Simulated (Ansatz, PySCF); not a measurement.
H₄BN, triplet, at a GFN2-xTB geometry (a higher spin typed on purpose: for a closed-shell molecule this is an excited state). Base run: PySCF with MP2/6-31G**.

Input for PySCF:
```python
from pyscf import gto, scf, mp

mol = gto.Mole()
mol.atom = '''
    B    -0.788053    0.152930   -0.225108
    N     0.621707   -0.040988    0.055055
    H    -1.388550   -0.893044   -0.304140
    H    -1.375597    0.656645    0.703314
    H     1.374430    0.320289   -0.510347
    H     0.978033   -0.561622    0.851326
'''
mol.basis = '6-31g**'
mol.charge = 0
mol.spin = 2
mol.verbose = 4
mol.build()

mf = scf.UHF(mol)
mf.kernel()

pt = mp.MP2(mf)
pt.kernel()
print('E(MP2) = %.10f' % pt.e_tot)
```

The same geometry, method and basis name were run in Ansatz (an electronic-structure program) and PySCF, at each program's defaults and at the settings that a row names. The base is PySCF at its defaults. Differences at the defaults can come from grids, fitting, cores and function types together.

| code and settings | ΔE vs base (mEh) | basis functions | E (Eh) | SCF cycles | SCF-reference dipole (D) |
|---|---|---|---|---|---|
| PySCF, defaults (exact integrals, spherical functions, all electrons correlated) | 0.000 | 48 | -81.58842 | 13 | 4.92 |
| Ansatz, defaults (factorised integrals, Cartesian functions, frozen core) | 1.974 | 50 | -81.58645 | - | - |
| PySCF, frozen core | 4.887 | 48 | -81.58354 | 13 | 4.92 |
| Ansatz, high accuracy, frozen core, Cartesian functions as the basis file defines them | 1.972 | 50 | -81.58645 | - | - |

Open shells are given as the SCF converged; they aren't shown to be the lowest states, and a large step between rows can be another state.
